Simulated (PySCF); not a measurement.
# Dipole response of Mg²⁺ (magnesium, charge +2)

[Ne], closed-shell 1S. Calculation: PySCF 2.14, in aug-cc-pCVTZ (8s7p5d3f, 75 functions); the non-relativistic Hamiltonian (point nucleus). Coupled (time-dependent) response in atomic units; α is the mean over directions.

```json
{"method": "UHF", "mean α (bohr³)": "0.4180", "C₆ (like pair)": "0.4708", "S(−4)": "0.04537"}
{"method": "PBE", "mean α (bohr³)": "0.4647", "C₆ (like pair)": "0.5331", "S(−4)": "0.06180"}
{"method": "PBE0", "mean α (bohr³)": "0.4492", "C₆ (like pair)": "0.5123", "S(−4)": "0.05600"}
{"method": "wB97X-V", "mean α (bohr³)": "0.4542", "C₆ (like pair)": "0.5188", "S(−4)": "0.05805"}
{"method": "r2SCANh", "mean α (bohr³)": "0.4402", "C₆ (like pair)": "0.5052", "S(−4)": "0.05197"}
```

S(−4) is the Cauchy moment in α(ω) = α(0) + S(−4) ω² + …

α(iu) at PBE0:

```
u (hartree)  α(iu) (bohr³)
          0         0.4492
     0.0500         0.4491
      0.100         0.4486
      0.200         0.4470
      0.300         0.4442
      0.500         0.4358
      0.750         0.4206
       1.00         0.4017
       1.50         0.3587
       2.00         0.3156
       3.00         0.2431
       5.00         0.1519
```

A single London oscillator, α(iu) = α/(1 + u²/ω²), gives C₆ = (3/4) ω α². Matching the computed C₆ needs ω = 4 × 0.5123 / (3 × 0.4492²) = 3.39 hartree.

For an ion, C₆ is the dispersion term alone; charge-induced terms of lower order in 1/R come first.
